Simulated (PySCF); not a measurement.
# CaHg and its ions

PBE; basis Ca def2-SVP, Hg def2-SVP with ECP60; scalar-relativistic core potentials; PySCF 2.14. Neutral (UKS): singlet (closed shell), Re = 3.738 Å, ωe = 50.5 cm⁻¹, De = 0.10 eV, HOMO -3.69 eV, LUMO -1.86 eV.

CaHg⁺ (UKS): doublet (σ ↑), Re = 3.244 Å, ωe = 102 cm⁻¹, De = 0.49 eV to Ca⁺ + Hg. The energies at the minima are -830.79753 hartree for CaHg and -830.58582 for CaHg⁺.

(1) Work out the adiabatic ionisation energy, without and with harmonic zero-point energies (1 hartree = 27.2114 eV, 1 eV = 8065.5 cm⁻¹), and the change of the bond length.

Closed-shell solutions of metal pairs were not tested for spin polarisation, which can lower them a little. Weak bonds: CaHg, CaHg⁺. Basis-set superposition, not corrected here, can be much of De in a small basis, most of all at correlated wavefunction levels. Spin–orbit coupling is left out. For an ion De counts to the pair picked by the measured ionisation energies or electron affinities, which need not be the lowest pair at this level. States were picked by a PBE0 search and need not be the measured ground states.

Answers

(1) At PBE: 0.21171 hartree = 5.761 eV between the minima; the zero-point term (102.0 − 50.5)/2 cm⁻¹ = +0.003 eV makes it 5.764 eV. Re changes by -49.4 pm against the neutral. Minus the HOMO energy is 3.69 eV, -2.07 eV from the value between the minima; self-interaction puts the Kohn–Sham level too high, less so with exact exchange. The electron leaves a σ orbital, and the shorter bond of the ion fits an antibonding orbital, or a change in how ionic the bond is.
